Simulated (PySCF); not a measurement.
Compound: GaCl2(NH2).
SMILES: `[NH2][Ga]([Cl])[Cl]`

Level of theory: PySCF 2.14.0, density-fitted response routines, TDDFT wB97X-D/def2-SVPD, vertical, gas phase, core orbitals frozen in the response. Geometry: PBE0-D3(BJ)/def2-SVP; no solvent, vibrations or thermal averaging. Relativistic effects, spin–orbit coupling among them, are left out although an element past zinc is present.

Computed states:

```json
{"state": "S1", "E (eV)": "5.79", "f": "0.015"}
{"state": "S2", "E (eV)": "6.80", "f": "0.041"}
{"state": "S3", "E (eV)": "6.83", "f": "0.020"}
{"state": "S4", "E (eV)": "6.89", "f": "0.0000"}
{"state": "S5", "E (eV)": "7.21", "f": "0.188"}
{"state": "S6", "E (eV)": "7.42", "f": "0.0000"}
{"state": "S7", "E (eV)": "7.44", "f": "0.101"}
{"state": "S8", "E (eV)": "7.64", "f": "0.0008"}
{"state": "S9", "E (eV)": "7.66", "f": "0.019"}
{"state": "S10", "E (eV)": "7.80", "f": "0.016"}
{"state": "S11", "E (eV)": "8.46", "f": "0.0024"}
{"state": "S12", "E (eV)": "8.64", "f": "0.0000"}
{"state": "S13", "E (eV)": "8.79", "f": "0.417"}
{"state": "S14", "E (eV)": "8.85", "f": "0.0000"}
{"state": "S15", "E (eV)": "8.94", "f": "0.0000"}
```

Each state is given a Gaussian of 0.3 eV full width at half maximum, with ε(max) = 2.175×10⁸ f / Δν̃ (Δν̃ the width in cm⁻¹). The width is an assumption, not a result. The curve ends short of the highest state used, and states not computed would add to its high-energy end.

Problem. What does the envelope look like, and where are its maxima?

Solution. 
```json
{"E (eV)": "5.34", "ε (L mol⁻¹ cm⁻¹)": "3"}
{"E (eV)": "5.44", "ε (L mol⁻¹ cm⁻¹)": "32"}
{"E (eV)": "5.55", "ε (L mol⁻¹ cm⁻¹)": "235"}
{"E (eV)": "5.65", "ε (L mol⁻¹ cm⁻¹)": "755"}
{"E (eV)": "5.75", "ε (L mol⁻¹ cm⁻¹)": "1312"}
{"E (eV)": "5.86", "ε (L mol⁻¹ cm⁻¹)": "1183"}
{"E (eV)": "5.96", "ε (L mol⁻¹ cm⁻¹)": "564"}
{"E (eV)": "6.07", "ε (L mol⁻¹ cm⁻¹)": "122"}
{"E (eV)": "6.17", "ε (L mol⁻¹ cm⁻¹)": "16"}
{"E (eV)": "6.27", "ε (L mol⁻¹ cm⁻¹)": "2"}
{"E (eV)": "6.38", "ε (L mol⁻¹ cm⁻¹)": "18"}
{"E (eV)": "6.48", "ε (L mol⁻¹ cm⁻¹)": "184"}
{"E (eV)": "6.58", "ε (L mol⁻¹ cm⁻¹)": "1037"}
{"E (eV)": "6.69", "ε (L mol⁻¹ cm⁻¹)": "3428"}
{"E (eV)": "6.79", "ε (L mol⁻¹ cm⁻¹)": "5410"}
{"E (eV)": "6.89", "ε (L mol⁻¹ cm⁻¹)": "5225"}
{"E (eV)": "7.00", "ε (L mol⁻¹ cm⁻¹)": "6179"}
{"E (eV)": "7.10", "ε (L mol⁻¹ cm⁻¹)": "12263"}
{"E (eV)": "7.20", "ε (L mol⁻¹ cm⁻¹)": "18365"}
{"E (eV)": "7.31", "ε (L mol⁻¹ cm⁻¹)": "17761"}
{"E (eV)": "7.41", "ε (L mol⁻¹ cm⁻¹)": "14041"}
{"E (eV)": "7.52", "ε (L mol⁻¹ cm⁻¹)": "9630"}
{"E (eV)": "7.62", "ε (L mol⁻¹ cm⁻¹)": "5809"}
{"E (eV)": "7.72", "ε (L mol⁻¹ cm⁻¹)": "3574"}
{"E (eV)": "7.83", "ε (L mol⁻¹ cm⁻¹)": "2139"}
{"E (eV)": "7.93", "ε (L mol⁻¹ cm⁻¹)": "1003"}
{"E (eV)": "8.03", "ε (L mol⁻¹ cm⁻¹)": "294"}
{"E (eV)": "8.14", "ε (L mol⁻¹ cm⁻¹)": "48"}
{"E (eV)": "8.24", "ε (L mol⁻¹ cm⁻¹)": "52"}
{"E (eV)": "8.34", "ε (L mol⁻¹ cm⁻¹)": "203"}
```

Maxima: 214 nm (5.79 eV), ε about 1400, made up of S1 (100%); 182 nm (6.83 eV), ε about 5600, made up of S2 (65%) and S3 (32%); 171 nm (7.24 eV), ε about 19000, made up of S5 (86%) and S7 (14%) (ε in L mol⁻¹ cm⁻¹; maxima over ε = 5, shares over 10%). At its high-energy end, 8.34 eV, the curve is still rising (ε about 200, from S11 and S13).

Problem. Coming from long wavelengths, where does ε first pass 100 L mol⁻¹ cm⁻¹?

Solution. At about 226 nm (5.50 eV), 0.29 eV below S1.

Problem. What would ε be at 7.24 eV, the highest of these maxima, with half the width (0.15 eV)?

Solution. About 30600 L mol⁻¹ cm⁻¹ against 19000, a factor of about 1.6; a lone state at its own centre would give exactly 2.

Problem. On this curve, what absorbance would a 10⁻⁴ mol/L sample give at 193 nm over a 1 cm path?

Solution. 193 nm is 6.424 eV, where ε is about 54 L mol⁻¹ cm⁻¹, so A = ε c l ≈ 0.0054 (Beer–Lambert, with the gas-phase spectrum and the assumed width).
